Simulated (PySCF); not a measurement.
C2H7O, SMILES CC[OH2+], charge +1.

Geometry: B3LYP-D3(BJ)/def2-TZVP. The isomer is the one that the SMILES or the coordinates give; other isomers of the formula were not compared.

Calculation: TDDFT-ωB97X/def2-SVPD (PySCF).

Vertical excitations. The molecule is in vacuum. State labels are in the subgroup Cs.

```csv
state,symmetry,energy (eV),λ (nm),f,main pairs
S1,A",9.35,133,0.000,HOMO→LUMO 81 %
S2,A',9.56,130,0.004,"HOMO−2→LUMO 68 %, HOMO−1→LUMO 14 %"
S3,A',10.38,119,0.156,HOMO−1→LUMO 74 %
S4,A",10.67,116,0.023,HOMO→LUMO+1 82 %
S5,A',11.12,112,0.043,"HOMO−1→LUMO+1 45 %, HOMO−2→LUMO+1 26 %, HOMO−2→LUMO 10 %"
S6,A',11.42,109,0.052,"HOMO−1→LUMO+1 43 %, HOMO−2→LUMO+1 40 %, HOMO−2→LUMO 7 %"
S7,A',11.95,104,0.049,HOMO→LUMO+2 92 %
S8,A",11.98,104,0.005,"HOMO−1→LUMO+2 43 %, HOMO−2→LUMO+2 43 %, HOMO−4→LUMO+2 7 %"
S9,A",12.01,103,0.014,HOMO−3→LUMO 65 %
S10,A',12.21,102,0.028,HOMO−4→LUMO 63 %
T1,A',8.96,138,0,"HOMO−2→LUMO 49 %, HOMO−1→LUMO 23 %, HOMO−2→LUMO+1 13 %"
T2,A",8.99,138,0,"HOMO→LUMO 65 %, HOMO→LUMO+1 17 %"
T3,A',9.75,127,0,"HOMO−1→LUMO 53 %, HOMO−2→LUMO 16 %, HOMO−2→LUMO+1 10 %"
T4,A",10.40,119,0,"HOMO→LUMO+1 66 %, HOMO→LUMO 24 %"
```
Triplets are in the Tamm–Dancoff approximation, which puts them higher than full response would, so one can lie above its singlet here.
